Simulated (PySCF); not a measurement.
Telling isomers of C₆H₁₀N₂Si apart by NMR

- geometry from GFN2-xTB
- NMR shieldings at PBE0/pcSseg-1/GIAO
- code: PySCF 2.14.0 with density-fitted response routines
- averaged over atoms made equivalent by symmetry, fast rotation or ring inversion, gas phase, a single conformation, relativity neglected

Chemical shifts δ = σref − σ; 1H (σ = 31.72 ppm) and 13C (σ = 186.93 ppm) vs TMS, all at this level. Where no couplings were computed, multiplicities follow the n + 1 count of equivalent neighbours, and m marks all less simple cases (inequivalent or close neighbours, rings, F or P nearby). Shifts are as computed. Against solution values, carbons near 30 ppm lie about +3 ppm off and those near 130 ppm about +5 ppm. Of 1211 compounds with measured shifts, 218 miss one by over three times the rms of a fit or turn the order of signals round; such compounds aren't used in these exercises. OH and NH positions are gas-phase values without hydrogen bonding to other molecules.

(1) Tabulate the signals of `[SiH3]NNc1ccccc1`, `N#C[SiH2][C@@H]1CC=NCC1` and their relative energies.

(2) What is the quickest way to tell [SiH3]NNc1ccccc1 from N#C[SiH2][C@@H]1CC=NCC1?

## Answers

(1) 
```json
{"SMILES": "[SiH3]NNc1ccccc1", "carbon types": "1×C 5×CH", "δC": "154.7, 135.0, 123.6, 115.7", "δH": "7.52 (m, 2H), 7.00 (t, 1H), 6.82 (d, 2H), 4.61 (s, 3H), 4.48 (br s, 1H), 2.90 (br s, 1H)", "E rel. (kcal/mol)": "0.0"}
{"SMILES": "N#C[SiH2][C@@H]1CC=NCC1", "carbon types": "1×C 2×CH 3×CH2", "δC": "165.4, 123.8, 51.3, 33.1, 28.5, 19.7", "δH": "8.02 (m, 1H), 4.34 (m, 1H), 4.32 (m, 1H), 4.28 (m, 1H), 3.53 (m, 1H), 2.48 (m, 1H), 2.44 (m, 1H), 2.03 (m, 1H), 1.81 (m, 1H), 1.65 (m, 1H)", "E rel. (kcal/mol)": "0.6"}
```

Energies are electronic energies at PBE0/pcSseg-1 on these geometries, without zero-point or thermal terms, each for the one conformer computed, which needn't be the lowest.

(2) Count the carbon signals: 4 against 6. The first has an aromatic CH at 115.7 ppm, the second an sp3 CH2 bonded to N at 51.3 ppm. Their most deshielded carbons lie at 154.7 and 165.4 ppm. In the proton spectra the most deshielded non-exchanging signals are 7.52 (m, 2H) and 8.02 (m, 1H).
